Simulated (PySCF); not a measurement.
O2Se, SMILES [Se](=O)=O (connectivity only; charge and spin as stated), charge -1, multiplicity 2. Atoms are numbered in the order given.

```xyz
3

O      0.0000    -1.4122     0.6391
Se     0.0000     0.0000    -0.3008
O      0.0000     1.4122     0.6391
```
Charge -1, spin multiplicity 2.

Coordinates come from a TPSSh-D3(BJ)/def2-SVPD optimisation. The multiplicity is an assumed one; other spin states were not compared.

Method: PBE0/def2-TZVPD in PySCF.

Mulliken values depend strongly on the basis, most of all with diffuse functions as here. ESP charges are fitted to the potential on shells at 1.4 to 2.0 van der Waals radii. Atomic charges (e):

```json
[
 {"atom": "O1", "ESP fit": "-0.52", "Mulliken": "-0.65", "meta-Löwdin": "?", "Mulliken spin": "0.20"},
 {"atom": "Se2", "ESP fit": "0.03", "Mulliken": "0.29", "meta-Löwdin": "?", "Mulliken spin": "0.61"},
 {"atom": "O3", "ESP fit": "-0.52", "Mulliken": "-0.65", "meta-Löwdin": "?", "Mulliken spin": "0.20"}
]
```

### Question
What belongs in the gaps? (Estimate from the structure and the level; the computed values follow.)

### Answer

- O1, meta-Löwdin: -0.90
- Se2, meta-Löwdin: 0.80
- O3, meta-Löwdin: -0.90
